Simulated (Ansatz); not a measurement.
```xyz
4

C    -0.0017    0.0357   -0.6056
O     0.1217    0.0767    0.6675
H    -0.0439   -0.9993   -1.0744
H    -0.0418    0.8083   -1.1309
```

Basis set: cc-pVDZ (spherical functions). Correlated methods keep 2 orbitals frozen. Charge 0, multiplicity 1.

Computed with Ansatz (development build ahead of 0.2.0); each method stands on the lowest determinant of its kind that the runs found. Restricted open shells among the atoms or ions are ROHF, correlated in semicanonical orbitals with singles.

(1) Give the atomization energy at this shape (free ground-state atoms in the same class of orbitals less the molecule, no zero-point energy) of singlet CH2O by RHF-MP2, RHF.

Results:

(1)

```json
{"method": "RHF-MP2", "atomization energy": "1392.5 kJ/mol"}
{"method": "RHF", "atomization energy": "970.5 kJ/mol"}
```

Caution: no unrestricted run beside it, a lower state can exist; the shape is not the minimum.
